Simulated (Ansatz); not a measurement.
Born–Oppenheimer molecular dynamics of CH$_{2}$FSi$_{2}$ (6 atoms, charge 1, multiplicity 1). It starts at the highest image of a converged band, a first-order saddle point between two minima.

Method: RKS revPBE-D4/def2-SVPD in Ansatz 0.2.0.

```yaml
ensemble: NVE (velocity Verlet)
time_step: 0.5 fs
steps_asked: 200
starting_velocities_drawn_for: 300 K
seed: 12577
```

First frame:

```xyz
6
Properties=species:S:1:pos:R:3
F -0.487 -2.180 0.421
Si -0.463 -0.637 0.891
C 0.181 0.552 -0.244
Si 0.751 1.901 -1.149
H -0.998 -0.399 2.254
H 1.015 0.764 -2.173
```

Task: What does the run give?

Result: The run went to its last step.

```yaml
steps_done: 200
time_covered: 100 fs
mean_temperature_over_the_second_half: 2198 K
spread_of_the_potential_energy_over_the_second_half: 73.6 meV per atom
mean_potential_energy_of_the_second_half_above_the_start: -164.0 meV per atom
```

The conserved energy stayed within 2.7 meV per atom of its start (net change -1.5 meV per atom), so the integration is sound. The kinetic energy rose, since the run started high on the potential surface and went downhill. A run of 0.1 ps of so small a system gives no equilibrium averages. The orbitals stay closed-shell, which can raise the energy where a bond breaks towards radicals; this wasn't checked here.

Task: What happens to the structure?

Result: Between its relaxed ends the band would form C3–H6 and break Si4–H6. These pairs go: C3–H6 2.11 → 0.99 Å, Si4–H6 1.55 → 2.41 Å. In the last frame they stand as after the step (other bonds may differ from the relaxed reactants and products). These pairs come and go: their bonding changes 13 times, last at 97 of 100 fs, so the outcome isn't settled. It ends as one piece, CH2FSi2 (total charge +1). Pairs count as bonded within 1.25 times the sum of covalent radii (0.12 Å more for H–H). Another seed would give other details.

Task: How do temperature and energy run in time?

Result: 
```tsv
time (fs)	T (K)	potential energy less start (eV)	conserved less start (meV/atom)
0	300	0.000	0.00
8.5	241	0.031	0.04
17	1936	-0.845	0.23
25.5	2300	-1.034	-0.01
34	2735	-1.267	-1.39
42.5	1517	-0.628	0.21
51	2274	-1.033	-1.97
59.5	3395	-1.602	-0.32
68	1011	-0.365	0.37
76.5	2273	-1.014	1.03
85	2141	-0.953	-0.16
93.5	1045	-0.384	0.24
```

Time of the run: 6.2 min on 2 threads of Intel(R) Xeon(R) Platinum 8259CL CPU @ 2.50GHz (Skylake/Cascade Lake), on a shared host, peak memory 0.16 GiB.
